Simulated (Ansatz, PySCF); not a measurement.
Input for Ansatz (an electronic-structure program):
Ansatz 0.2 input:
```yaml
crystal:
  periodic: [false, false, false]
  atoms:
    - {symbol: Hg, position_ang: [-0.00000000, -0.00000000, -0.38734488]}
    - {symbol: Cl, position_ang: [0.00000000, 0.00000000, 1.82279944]}
basis:
  gaussian:
    orbitals: def2-SVPD
hamiltonian:
  xc: blyp
total_charge: 1
accuracy: high
```

Convert this to an input for PySCF.

This is not unique; one that fits is 
```python
from pyscf import gto, scf, dft

mol = gto.M(
    atom='''
Hg   -0.000000   -0.000000   -0.387345
Cl    0.000000    0.000000    1.822799
''',
    basis='def2-svpd',
    ecp={'Hg': 'def2-svpd'},
    charge=1,
    spin=0,
    verbose=4,
)

mf = dft.RKS(mol)
mf.xc = 'blyp'
mf.grids.atom_grid = (99, 590)
mf.grids.prune = None
mf.kernel()
```

Both were run: Ansatz gave -613.180735 Eh and PySCF -613.180735 Eh, 0.000 mEh apart.
